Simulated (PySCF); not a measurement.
Molfile (atoms numbered from 1):
```
C7H12BN
     RDKit          3D

 21 21  0  0  0  0  0  0  0  0999 V2000
   -2.5976   -0.8487   -0.1621 B   0  0  0  0  0  0  0  0  0  0  0  0
   -1.5161    0.3265   -0.0585 N   0  0  0  0  0  0  0  0  0  0  0  0
   -1.8626    1.5226    0.4347 C   0  0  0  0  0  0  0  0  0  0  0  0
   -0.9339    2.5410    0.5866 C   0  0  0  0  0  0  0  0  0  0  0  0
    0.3871    2.3135    0.2136 C   0  0  0  0  0  0  0  0  0  0  0  0
    0.7541    1.0689   -0.3061 C   0  0  0  0  0  0  0  0  0  0  0  0
    2.1722    0.7456   -0.6837 C   0  0  0  0  0  0  0  0  0  0  0  0
    2.9698    0.1726    0.4853 C   0  0  0  0  0  0  0  0  0  0  0  0
   -0.2469    0.1070   -0.4231 C   0  0  0  0  0  0  0  0  0  0  0  0
   -3.6839   -0.3109   -0.3343 H   0  0  0  0  0  0  0  0  0  0  0  0
   -2.2495   -1.5625   -1.0941 H   0  0  0  0  0  0  0  0  0  0  0  0
   -2.5423   -1.4389    0.9142 H   0  0  0  0  0  0  0  0  0  0  0  0
   -2.9151    1.6323    0.6992 H   0  0  0  0  0  0  0  0  0  0  0  0
   -1.2525    3.5044    0.9876 H   0  0  0  0  0  0  0  0  0  0  0  0
    1.1356    3.1038    0.3175 H   0  0  0  0  0  0  0  0  0  0  0  0
    2.1705    0.0289   -1.5201 H   0  0  0  0  0  0  0  0  0  0  0  0
    2.6617    1.6591   -1.0572 H   0  0  0  0  0  0  0  0  0  0  0  0
    4.0052   -0.0466    0.1851 H   0  0  0  0  0  0  0  0  0  0  0  0
    2.5178   -0.7609    0.8540 H   0  0  0  0  0  0  0  0  0  0  0  0
    3.0028    0.8797    1.3283 H   0  0  0  0  0  0  0  0  0  0  0  0
   -0.0500   -0.8876   -0.8292 H   0  0  0  0  0  0  0  0  0  0  0  0
  1  2  1  0
  2  3  2  0
  3  4  1  0
  4  5  2  0
  5  6  1  0
  6  7  1  0
  7  8  1  0
  6  9  2  0
  9  2  1  0
  1 10  1  0
  1 11  1  0
  1 12  1  0
  3 13  1  0
  4 14  1  0
  5 15  1  0
  7 16  1  0
  7 17  1  0
  8 18  1  0
  8 19  1  0
  8 20  1  0
  9 21  1  0
M  CHG  2   1  -1   2   1
M  END
```

PySCF calculation with shieldings: GIAO CAM-B3LYP/pcSseg-1 and geometry: PBE0-D3(BJ)/def2-SVP; relativity neglected, no solvent model, single conformer, rapidly exchanging positions averaged.

Referencing at the same level of theory: TMS for ¹³C and ¹H; ¹¹B against BF3·OEt2; ¹⁵N vs NH3.

| atoms | nucleus | count | δ (ppm) |
| --- | --- | --- | --- |
| H13 | ¹H | 1 | 8.76 |
| C5 | ¹³C | 1 | ? |
| H21 | ¹H | 1 | 8.80 |
| N2 | ¹⁵N | 1 | 303.0 |
| C3 | ¹³C | 1 | 156.0 |
| H15 | ¹H | 1 | 7.62 |
| H18/H19/H20 | ¹H | 3 | ? |
| B1 | ¹¹B | 1 | -15.1 |
| C6 | ¹³C | 1 | ? |
| C9 | ¹³C | 1 | 158.7 |
| C8 | ¹³C | 1 | ? |
| H16/H17 | ¹H | 2 | 2.49 |
| H10/H11/H12 | ¹H | 3 | 3.05 |
| H14 | ¹H | 1 | 7.28 |
| C4 | ¹³C | 1 | ? |
| C7 | ¹³C | 1 | 30.1 |

Question: Complete the table.

Answer: 
- C6: 150.9 ppm, substituted aromatic carbon
- C5: 147.7 ppm, aromatic CH
- C4: 132.3 ppm, aromatic CH; the aromatic region
- C8: 20.5 ppm, methyl carbon; aliphatic region, no heteroatom directly attached
- H18/H19/H20: 1.22 ppm, hydrogen on a methyl carbon

Hydrogens on boron are broadened and split by ¹¹B (spin 3/2, 80 %) and 10B (spin 3). Shifts are as computed, not scaled to solution data. Of 1211 compounds with measured shifts, 218 miss one by over three times the rms of a fit or turn the order of signals round; such compounds aren't used in these exercises. Experimental scales use liquid or dissolved standards, which lie at an offset from isolated NH3 (liquid NH3: subtract about 20 ppm). Unscaled 15N shifts of sp2 nitrogen come out 20 to 40 ppm too high even then.
